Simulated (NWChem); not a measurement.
InF2 cation; SMILES [F][In+][F]

```xyz
3

In     0.0000     0.0000     0.0000
F      0.0000     0.0000     1.8756
F      0.0000     0.0000    -1.8756
```
Atoms are numbered in this order, from 1.

Program: NWChem. Coordinates come from a PBE0/def2-SVP optimisation. def2 effective core potentials on In; no spin-orbit coupling. Static field.

Q: Estimate the computed values for LDA (Slater exchange, VWN5)/def2-SVPD. Quantities: isotropic polarisability (bohr³); anisotropy (bohr³).

A: 
| Property | Result |
|---|---|
| isotropic polarisability (bohr³) | 24.3 |
| anisotropy (bohr³) | 19.1 |
